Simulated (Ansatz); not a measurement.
Species: O$_{2}$Si, SMILES `O=[Si]=O` (charge 0, multiplicity 1).

**Question.** Give a relaxed geometry from B3LYP-D3(BJ)/def2-TZVP run with Ansatz (an electronic-structure program).

**Answer.** the end point of this relaxation (outside a Z-matrix the atoms follow the SMILES, hydrogens last).
Bonded distances (Å): O1–Si2 1.510, Si2–O3 1.510. Bond angles (°): O1–Si2–O3 180.0.
